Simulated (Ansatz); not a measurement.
`COBCS`, charge 0, multiplicity 1.

Task: Give a relaxed structure at PBE0-D4/def2-TZVP (Ansatz). (An estimate is asked.)

Result: The calculation gave: 
```xyz
12

C     1.052    0.053    1.873
O    -0.074    0.206    1.035
B     0.037    0.310   -0.301
C    -1.263    0.313   -1.172
S    -1.290   -1.387   -1.842
H     1.984    0.151    1.309
H     1.017    0.815    2.654
H     1.016   -0.933    2.342
H     1.128    0.353   -0.813
H    -1.303    1.032   -1.989
H    -2.171    0.398   -0.574
H    -0.134   -1.311   -2.522
```
This is one stationary point; other conformers may exist.
